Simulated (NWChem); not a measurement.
Species: CdGeH4O; SMILES [GeH3][Cd][OH]

```xyz
7

Cd    -0.0019     0.7754    -0.0001
O     -0.0693     2.7543     0.0004
H      0.8018     3.1662    -0.0006
Ge    -0.0051    -1.7352     0.0001
H      1.4238    -2.2830    -0.1899
H     -0.5441    -2.3063     1.3264
H     -0.8721    -2.3074    -1.1386
```
Atoms are numbered in this order, from 1.

Results from NWChem. Medium grid unless said otherwise, to which SCAN and Minnesota functionals are sensitive. Geometry: optimised at PBE0/def2-SVP. def2 effective core potentials on Cd; no spin-orbit coupling. B3LYP is NWChem's, with the RPA form of VWN correlation.

For level SCAN/def2-SVP:

highest occupied level (eV): -6.24
orbital gap (eV): 4.87

How do the values read with level B3LYP/def2-SVP instead?


| Quantity | Result |
|---|---|
| highest occupied level (eV) | -7.21 |
| orbital gap (eV) | 6.12 |
